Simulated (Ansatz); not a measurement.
Ansatz results at the PBE0-D4/def2-TZVP geometry: HOMO energy (B3LYP/def2-TZVPP) -7.62 eV; LUMO energy (PBE/def2-TZVPP) -0.79 eV; size of the dipole moment (B3LYP/def2-TZVPP) 0.59 D.

Each molecule was computed in one conformer, which needn't be the lowest.

(1) Which molecule gave them?
A. `C[SiH2][SiH](O)O`
B. `OC(O)[SiH2][SiH3]`
C. `OC(F)[SiH2][SiH3]`
D. `O[SiH2]/N=C/F`

Results:

(1) B. The others give `C[SiH2][SiH](O)O`: -7.54, -0.87, 2.25; `OC(F)[SiH2][SiH3]`: -8.06, -0.81, 1.68; `O[SiH2]/N=C/F`: -8.05, -1.82, 0.72.

B3LYP here is the variant with VWN-RPA as its local correlation; programs differ in this.
